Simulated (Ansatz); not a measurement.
Computed with Ansatz on PBE0-D4/def2-TZVP structures; ΔE is electronic, products minus reactants. CCSD(T)/CBS is the MP2 limit (def2-TZVPP, def2-QZVPP) plus CCSD(T) − MP2 in def2-TZVPP, frozen cores. This one scheme is used for every species. DFT in def2-TZVPP. B3LYP here is the variant with VWN-RPA as its local correlation; programs differ in this. For Ge outer-core shells are correlated without core-valence functions, which leaves a few kJ/mol of doubt a bond. Scalar relativity is left out up to krypton. One conformer a species, not always the lowest.

`B[CH](Cl)[GeH3]` + `O[SiH](Cl)Cl` → `Cl[SiH](Cl)[O][GeH3]` + `BCCl`  (ligand exchange at a Ge–C bond)

Question: Is it downhill or uphill in electronic energy at CCSD(T)/CBS, and by how much? (An estimate is asked.)

Answer: Computed: Downhill: ΔE = -9.4 kcal/mol.

Question: What do these levels give: ωB97X-V, r2SCAN, B3LYP, HF/def2-TZVPP, SCS-MP2/def2-TZVPP, CCSD/def2-TZVPP? (Best estimate.)

Answer: Ansatz gave: ωB97X-V -11.6, r2SCAN -9.2, B3LYP -11.4, HF/def2-TZVPP -18.3, SCS-MP2/def2-TZVPP -11.6, CCSD/def2-TZVPP -11.3 kcal/mol.

Largest T1 diagnostic among the species: 0.011.

From PBE to PBE0 (25 % exact exchange), in def2-TZVPP and without D4, ΔE moves by −1.5 kcal/mol. In def2-TZVPP, CCSD(T) changes the Hartree–Fock value by +8.2 kcal/mol (the triples alone add +1.1 kcal/mol) and MP2 by +8.9 kcal/mol.
